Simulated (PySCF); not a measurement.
# Telling isomers of C$_{5}$H$_{8}$N$_{2}$OSi apart by NMR

Level of theory: σ from GIAO-PBE0/pcSseg-1, GFN2-xTB geometry, in PySCF 2.14.0 with density-fitted response routines (relativity neglected, gas phase, one computed conformer, one averaged value for each set of equivalent atoms).

Shifts are taken against calculated references (same method and geometry level): $^{1}$H (σ = 31.72 ppm) and $^{13}$C (σ = 186.93 ppm) against TMS. Where no couplings were computed, multiplicities follow the n + 1 count of equivalent neighbours, and m marks all less simple cases (inequivalent or close neighbours, rings, F or P nearby). Acid and N–H amide carbonyl carbons lie up to 10 ppm further downfield in solution (hydrogen bonding). Shifts are as computed. Against solution values, carbons near 30 ppm lie about +3 ppm off and those near 130 ppm about +5 ppm. Of 1211 compounds with measured shifts, 218 miss one by over three times the rms of a fit or turn the order of signals round; such compounds aren't used in these exercises. OH and NH positions are gas-phase values without hydrogen bonding to other molecules.

(1) Tabulate the signals of `C/C(CC#N)=N\[SiH2]C=O`, `C=NCc1cnoc1[SiH3]`, `[SiH3]c1nnc(C2CC2)o1`, `NC(=O)[SiH2]n1cccc1` and their relative energies.

(2) What is the quickest way to tell C=NCc1cnoc1[SiH3] from NC(=O)[SiH2]n1cccc1?

(3) What is the quickest way to tell [SiH3]c1nnc(C2CC2)o1 from NC(=O)[SiH2]n1cccc1?

(4) What is the quickest way to tell C/C(CC#N)=N\[SiH2]C=O from C=NCc1cnoc1[SiH3]?

## Answers

(1) 
```tsv
SMILES	carbon types	δC	δH	E rel. (kcal/mol)
C/C(CC#N)=N\[SiH2]C=O	2×C 1×CH 1×CH2 1×CH3	244.9, 186.0, 121.3, 35.2, 27.4	12.25 (t, 1H), 5.42 (d, 2H), 3.31 (s, 2H), 2.37 (s, 3H)	45.2
C=NCc1cnoc1[SiH3]	2×C 1×CH 2×CH2	173.4, 158.3, 150.0, 135.2, 61.0	8.23 (s, 1H), 7.86 (d, 1H), 7.47 (d, 1H), 4.95 (s, 2H), 4.63 (s, 3H)	72.7
[SiH3]c1nnc(C2CC2)o1	2×C 1×CH 2×CH2	177.6, 165.5, 11.2, 11.0	4.52 (s, 3H), 2.61 (m, 1H), 1.14 (m, 2H), 1.06 (m, 2H)	52.9
NC(=O)[SiH2]n1cccc1	1×C 4×CH	179.8, 127.8, 119.0	6.79 (m, 2H), 6.73 (m, 2H), 5.58 (br s, 2H), 5.13 (s, 2H)	0.0
```

Energies are electronic energies at PBE0/pcSseg-1 on these geometries, without zero-point or thermal terms, each for the one conformer computed, which needn't be the lowest.

(2) Count the carbon signals: 5 against 3. The first has a C=N carbon (CH2) at 158.3 ppm, the second an aromatic CH at 119.0 ppm. Their most deshielded carbons lie at 173.4 and 179.8 ppm. In the proton spectra the most deshielded non-exchanging signals are 8.23 (s, 1H) and 6.79 (m, 2H).

(3) Count the carbon signals: 4 against 3. The first has a three-membered-ring carbon (CH2) at 11.2 ppm, the second an aromatic CH next to a ring nitrogen at 127.8 ppm. Their most deshielded carbons lie at 177.6 and 179.8 ppm. In the proton spectra the most deshielded non-exchanging signals are 4.52 (s, 3H) and 6.79 (m, 2H).

(4) Both give the same number of carbon signals, but DEPT or the intensities differ. The first has a carbonyl carbon (CH) at 244.9 ppm, the second a C=N carbon (CH2) at 158.3 ppm. Their most deshielded carbons lie at 244.9 and 173.4 ppm. In the proton spectra the most deshielded non-exchanging signals are 12.25 (t, 1H) and 8.23 (s, 1H).
